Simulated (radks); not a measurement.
Effect of the nuclear size on the phosphorus ion P9+, [He] 2s2 2p2. Method: Dirac Kohn-Sham, exchange-only LDA, spin-unpolarised, spherical densities, finite nucleus; open shells are shared between the two j in proportion to 2j + 1; Fermi nuclear charge, rms radius 3.1889 fm; computed with a radial shooting solver on a logarithmic mesh with Libxc functionals. The rms radius is varied about that value; shifts are against it.

rms radius (fm)  total energy shift (eV)  density at nucleus (e/bohr^3)  1s1/2 shift (meV)  2s1/2 shift (meV)
2.8413                          -0.00154                           2411             -0.634             -0.056
2.9178                          -0.00121                           2410             -0.501             -0.045
3.1889                                 0                           2407              0.000              0.000
3.326                           0.000654                           2406              0.270              0.024
3.916                            0.00378                           2400               1.56              0.139

Slopes of the eigenvalues against <r^2> in GHz/fm^2, as finite differences over the two radii next to the reference (eigenvalue slopes, not the field-shift constants of lines): 1s1/2 73.1, 2s1/2 6.50.
